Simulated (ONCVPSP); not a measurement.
## Reading a pseudo-wave (W (Z = 74))

Columns: radius, all-electron u(r) and pseudo u(r) of the 5p shell (level -41.60 eV) of tungsten in the configuration [Kr] 4d10 4f14 5s2 5p6 5d5 6s1; LDA (Perdew-Wang 92), scalar-relativistic, ONCV scheme, ONCVPSP 4.0.1.

```tsv
r (bohr)	all-electron	pseudo
0.128	0.3338	0.0356
0.255	-0.1579	0.1357
0.382	-0.5391	0.2848
0.510	-0.2399	0.4622
0.638	0.2590	0.6405
0.765	0.6666	0.7942
0.893	0.9172	0.9072
1.020	1.0242	0.9676
1.148	1.0306	0.9755
1.275	0.9746	0.9378
1.402	0.8854	0.8665
1.530	0.7817	0.7744
1.658	0.6765	0.6747
1.785	0.5776	0.5774
1.912	0.4878	0.4878
2.040	0.4080	0.4080
2.168	0.3390	0.3390
2.295	0.2806	0.2806
2.422	0.2312	0.2312
2.550	0.1897	0.1897
2.678	0.1551	0.1551
2.805	0.1267	0.1267
2.932	0.1034	0.1034
3.060	0.0840	0.0840
3.188	0.0682	0.0682
3.315	0.0554	0.0554
```

**Question.** How many radial nodes do the two functions have?

**Answer.** The all-electron 5p function has n − l − 1 = 3 (the table is too coarse to show those close to the nucleus); the pseudo-wave has 0, since the states of the same l below it are removed with the core.

**Question.** At about which radius was the pseudo-wave matched?

**Answer.** 2.00 bohr. The columns agree to 0.0005 from 1.78 bohr on; several derivatives are matched, so the curves merge somewhat inside the radius.

**Question.** Is the pseudo-wave norm-conserving?

**Answer.** Yes: the ONCV scheme keeps the norm inside the radius equal to the all-electron one, which fixes the energy derivative of the logarithmic derivative at the level.
